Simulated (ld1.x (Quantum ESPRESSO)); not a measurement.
**Debugging a pseudopotential input (Yb, ld1.x (Quantum ESPRESSO) 7.5)**

Command:

```bash
ld1.x < Yb.in > Yb.out
```

Input:

```
&input
   title='Yb', zed=70., rel=1, dft='PBE', iswitch=3, dx=0.05,
   config='[Xe] 4f13 5d1 6s1.5 6p0.5',
   nld=3, rlderiv=4.55, eminld=-2.0, emaxld=5.0, deld=0.02
 /
 &inputp
   pseudotype=1, tm=.true., lloc=1,
   nlcc=.true.,
   file_pseudopw='Yb.pp', file_wfcaegen='ae.wfc', file_wfcncgen='nc.wfc'
 /
3
6S  1  0   1.50   0.00  2.50  2.50  0.0
5D  3  2   1.00   0.00  3.25  3.25  0.0
6P  2  1   0.50   0.00  4.20  4.20  0.0
 &test
   configts(1)='5d1 6s1.5 6p0.5'
 /
```

This is an input that runs to its end, with one change: mesh step dx=0.05.

Q: How does the run end?

A: The program runs through. The occupied levels of the test differ from the all-electron ones by at most 0.00001 Ry (unchanged input: 0.00000 Ry).

```
      Wfc   6S  rcut= 2.590  Using Troullier-Martins method

      Wfc   5D  rcut= 3.163  Using Troullier-Martins method

     ------------------- End of pseudopotential generation -------------------

     Computing logarithmic derivative in   4.60350
     Computing logarithmic derivative in   4.60350
     Computing the partial wave expansion
     R is outside the sphere for l=    0 j= 0.00
       no projector for channel:   1
     R is outside the sphere for l=    2 j= 0.00

     ---------------------- Testing the pseudopotential ----------------------

     Yb
     scalar relativistic calculation

     atomic number is 70.00   valence charge is  3.00
     dft =PBE   lsd =0 sic =0 latt =0  beta=0.20 tr2=1.0E-14
     mesh = 319 r(mesh) = 104.74248 xmin = -7.00 dx = 0.05000

     n l     nl             e AE (Ry)        e PS (Ry)    De AE-PS (Ry)
     3 2     5D   1( 1.00)       -0.17743       -0.17742       -0.00000
     1 0     6S   1( 1.50)       -0.36773       -0.36772       -0.00001
     2 1     6P   1( 0.50)       -0.12271       -0.12271        0.00000

     eps = 8.8E-15  iter =  7

     Etot =  -28119.308372 Ry,  -14059.654186 Ha, -382582.680534 eV
     Etotps =    -4.614928 Ry,      -2.307464 Ha,     -62.789297 eV

     Ekin =       2.230625 Ry,       1.115312 Ha,      30.349198 eV
     Encl =      -4.196320 Ry,      -2.098160 Ha,     -57.093837 eV
     Ehrt =       2.244677 Ry,       1.122339 Ha,      30.540388 eV
     Ecxc =      -3.035389 Ry,      -1.517695 Ha,     -41.298574 eV
     (Ecc =      -1.754134 Ry,      -0.877067 Ha,     -23.866202 eV)
     Epseu=      -1.858521 Ry,      -0.929261 Ha,     -25.286472 eV

     ---------------------- End of pseudopotential test ----------------------
```
